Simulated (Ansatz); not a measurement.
The cluster SiTe4, relaxed as a triplet with UKS r2SCAN-D4/def2-SVP in Ansatz, starting from the r2SCAN-D4/def2-SVP geometry of the neutral singlet. Force threshold 0.02 eV/Å.

In the def2 sets Te takes a core potential; there is no spin–orbit coupling. At r2SCAN-D4/def2-SVP a singlet of charge 0 lies 0.93 eV below the triplet, each at its own geometry. The structure comes from a short search, and lower isomers may exist.

Start:

```xyz
5

Si   -0.4994   -1.4923    1.4935
Te    0.2790    2.2087   -0.3273
Te   -1.1614   -1.5624   -0.8986
Te    0.8273    0.5672    1.8953
Te    0.5545    0.2789   -2.1628
```

Estimate the energy that the relaxation releases and the steps that it takes.

9.2 kcal/mol, in 11 steps; 63 s on 4 threads of Arm Neoverse V1 on a shared host. The force fell under the threshold at step 7, but the optimiser went on. No frequencies were taken in this run, so the end may be a saddle point.

Does the start keep its bonding and symmetry?

By distances, no bond broke or formed. The bond that changes most is Te2–Te5, from 2.68 to 3.22 Å (atoms count from 1). Point group C2 at the start, C2 at the end, both within 0.05 Å.

Predict the relaxed structure.


```xyz
5

Si   -0.511   -1.524    1.525
Te    0.818    2.343   -0.135
Te   -0.796   -1.802   -0.925
Te    0.434    0.721    2.006
Te    0.054    0.261   -2.470
```
Bond lengths: 3 × Te–Te 2.71 to 3.22 Å; 2 × Si–Te 2.48 Å.
